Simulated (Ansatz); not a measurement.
Reaction (formal exchange of groups at the Si–C bond): `S=C[SiH2]S` + `C[O][AlH2]` → `[AlH2][O][SiH2]S` + `CC=S`

Calculated with Ansatz (gas phase, PBE0-D4/def2-TZVP geometries, no zero-point term in ΔE). CCSD(T)/CBS is the MP2 limit (def2-TZVPP, def2-QZVPP) plus CCSD(T) − MP2 in def2-TZVPP, frozen cores. Functionals use def2-TZVPP. B3LYP here is the variant with VWN-RPA as its local correlation; programs differ in this. One conformer a species, not always the lowest.

```tsv
level	ΔE (kcal/mol)	difference from CCSD(T)/CBS
PBE-D4	-45.2	3.8
revPBE-D4	-44.7	4.3
r2SCAN-D4	-49.1	-0.1
B3LYP-D4	-47.8	1.2
BHLYP-D4	-50.2	-1.2
BLYP	-46.0	3.0
PBE0	-47.5	1.5
r2SCAN0	-50.2	-1.2
BHLYP	-50.3	-1.3
HF/def2-SVP	-48.6	0.4
HF/def2-TZVPP	-52.0	-3.0
MP2/def2-TZVPP	-50.1	-1.1
HF/def2-QZVPP	-52.4	-3.4
SCS-MP2/def2-QZVPP	-49.7	-0.7
HF/CBS(def2)	-52.4	-3.4
CCSD/CBS(def2)	-49.6	-0.6
CCSD(T)/CBS	-49.0	0
```

What do rigid-rotor, harmonic-oscillator terms from PBE0-D4/def2-TZVP frequencies (298.15 K, 1 bar) make of the CCSD(T)/CBS value? (An estimate is asked.)

Computed: ΔZPE = +0.3 kcal/mol, ΔH = -48.8 kcal/mol, ΔS = 2 J/(mol·K), ΔG = -48.9 kcal/mol. Modes under 50 cm⁻¹ make the entropy rough.

Largest T1 diagnostic among the species: 0.016.

From BLYP to BHLYP (50 % exact exchange), in def2-TZVPP and without D4, ΔE moves by −4.3 kcal/mol. At CCSD(T), def2-SVP lies +3.4 kcal/mol from the extrapolated value and def2-TZVPP +0.5 kcal/mol. Leaving LDA and LC-ωPBE aside and taking each functional with its dispersion term where it has one, the values spread over 5.5 kcal/mol, from BHLYP-D4 to revPBE-D4. LDA lies −1.5 kcal/mol from PBE without D4.
